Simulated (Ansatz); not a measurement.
`C[Te][SiH](N)F` + BH₃ → `B[Te]C` + `N[SiH2]F`  (formal exchange of groups at a Te–Si bond)

Calculated with Ansatz (gas phase, PBE0-D4/def2-TZVP geometries, no zero-point term in ΔE). CBS: MP2 limit from def2 TZ/QZ plus the TZ coupled-cluster correction, frozen cores. This one scheme is used for every species. DFT in def2-TZVPP. B3LYP here is the variant with VWN-RPA as its local correlation; programs differ in this. Elements past krypton have def2 core potentials. For Te outer-core shells are correlated without core-valence functions, which leaves a few kJ/mol of doubt a bond. Each species was taken in one conformer, which may not be the lowest.

`C[Te][SiH](N)F`:

Cartesian coordinates in Å:
```
C -1.712 -0.621 0.932
Te -1.005 1.411 0.902
Si 1.199 0.840 -0.054
N 0.966 -0.192 -1.388
F 2.153 0.012 0.929
H -1.263 -1.154 0.096
H -1.436 -1.083 1.876
H -2.793 -0.589 0.824
H 1.905 2.125 -0.289
H 1.718 -0.760 -1.745
H 0.269 0.011 -2.084
```

BH₃:

Z-matrix (Å, degrees):
```
B
H 1 1.193
H 1 1.193 2 120.0
H 1 1.193 2 120.0 3 180.0
```

`B[Te]C`:

Cartesian coordinates in Å:
```
B -1.377 -1.064 0.447
Te 0.503 -1.220 -0.441
C 1.095 0.837 -0.357
H -1.772 0.001 0.812
H -2.011 -2.067 0.565
H 2.003 0.921 0.236
H 0.286 1.397 0.107
H 1.274 1.196 -1.368
```

`N[SiH2]F`:

```xyz
7

N    -0.302    0.933    0.368
Si    0.246   -0.520   -0.313
F    -0.247   -1.843    0.448
H    -1.241    1.267    0.227
H     0.113    1.322    1.199
H     1.723   -0.539   -0.241
H    -0.292   -0.621   -1.687
```

(1) Is it downhill or uphill in electronic energy at CCSD(T)/CBS, and by how much? (Best estimate.)

(2) What do these levels give: r2SCAN, B3LYP, CCSD(T)/def2-TZVPP, MP2/def2-QZVPP, HF/CBS(def2), CCSD/CBS(def2)? (Estimate.)

Largest T1 diagnostic among the species: 0.015.

## Answers

(1) Computed: Downhill: ΔE = -37.9 kJ/mol.

(2) The calculation gave: r2SCAN -42.8, B3LYP -43.7, CCSD(T)/def2-TZVPP -43.6, MP2/def2-QZVPP -35.9, HF/CBS(def2) -26.3, CCSD/CBS(def2) -34.7 kJ/mol.

In def2-TZVPP, CCSD(T) changes the Hartree–Fock value by −17.2 kJ/mol (the triples alone add −3.2 kJ/mol) and MP2 by −12.8 kJ/mol. The D4 term adds +9.6 kJ/mol with B3LYP and +5.6 kJ/mol with PBE0; it sums over pairs of atoms, weighted by their polarisabilities, and B3LYP, whose exchange is more repulsive, gets the larger term. From PBE to PBE0 (25 % exact exchange), in def2-TZVPP and without D4, ΔE moves by +7.2 kJ/mol.
